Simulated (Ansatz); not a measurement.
Start from `[Cl][Al]1[CH2]C[SiH2]1` and change one atom or group to get `[CH3][Al]1[CH2]C[SiH2]1`.

Ansatz, PBE0-D4/def2-TZVP geometries, multiplicity 1. 

```csv
property,`[Cl][Al]1[CH2]C[SiH2]1`
HOMO energy (B3LYP/def2-TZVPP) / eV,-6.80
HOMO energy (PBE/def2-TZVPP) / eV,-5.94
LUMO energy (PBE/def2-TZVPP) / eV,-2.37
size of the dipole moment (PBE/def2-TZVPP) / D,1.43
size of the dipole moment (ωB97M-V/def2-TZVPP) / D,1.25
LUMO energy (ωB97M-V/def2-TZVPP) / eV,0.08
```

**Question.** What does the change do to each property? (Best estimate.)

**Answer.** Computed: 
```csv
property,`[CH3][Al]1[CH2]C[SiH2]1`,shift
HOMO energy (B3LYP/def2-TZVPP) / eV,-6.32,0.48
HOMO energy (PBE/def2-TZVPP) / eV,-5.48,0.46
LUMO energy (PBE/def2-TZVPP) / eV,-2.10,0.27
size of the dipole moment (PBE/def2-TZVPP) / D,1.55,0.12
size of the dipole moment (ωB97M-V/def2-TZVPP) / D,1.60,0.35
LUMO energy (ωB97M-V/def2-TZVPP) / eV,0.29,0.21
```

With PBE0 the HOMO rises by 0.49 eV and the LUMO rises by 0.28 eV, so the gap narrows by about 0.21 eV. PBE moves the HOMO by 0.46 eV and ωB97M-V by 0.49 eV. Dipoles are sizes alone; their direction can turn.

B3LYP here is the variant with VWN-RPA as its local correlation; programs differ in this.
